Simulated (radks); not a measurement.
The nitrogen anion N-, [He] 2s2 2p4, held by a Watson sphere: a shell of charge +1 at radius R that stands for the Madelung well of a crystal (potential energy -1/R inside, -1/r outside, in hartree with lengths in bohr). Calculated with a radial shooting solver on a logarithmic mesh with Libxc functionals: scalar-relativistic Kohn-Sham, LB94 model potential, spin-unpolarised, spherical densities, finite nucleus; Fermi nuclear charge, rms radius of each element as measured or else 0.836 A^(1/3) + 0.57 fm. Response by self-consistent Sternheimer equations with the Hartree and adiabatic LDA kernel, the relativistic mass of each level held fixed and spin-orbit coupling left out. The sphere does not respond.

R (bohr)  e(1s) (eV)  e(2s) (eV)  e(2p) (eV)  <r> 2p (bohr)  sum of <r^2> (bohr^2)  X-ray form factor at sin(theta)/lambda = 0.1 1/angstrom  alpha (bohr^3)
1.69         -404.13     -23.775     -12.764          1.508                  16.50                                                    6.935           9.897
1.79         -404.05     -23.449     -12.500          1.523                  16.82                                                    6.918           10.42
1.97         -403.88     -22.885     -12.033          1.550                  17.37                                                    6.889           11.40
2.08         -403.75     -22.557     -11.755          1.564                  17.69                                                    6.873           12.03
2.81         -402.69     -20.714     -10.097          1.639                  19.35                                                    6.796           16.41
3.37         -401.85     -19.632      -9.061          1.675                  20.23                                                    6.760           19.80
3.43         -401.76     -19.530      -8.962          1.678                  20.31                                                    6.757           20.15
3.5          -401.66     -19.413      -8.848          1.681                  20.40                                                    6.754           20.56

Estimate the row for R = 3.85 bohr.

Answer. e(1s) (eV) -401.19; e(2s) (eV) -18.877; e(2p) (eV) -8.320; <r> 2p (bohr) 1.696; sum of <r^2> (bohr^2) 20.78; X-ray form factor at sin(theta)/lambda = 0.1 1/angstrom 6.741; alpha (bohr^3) 22.53.
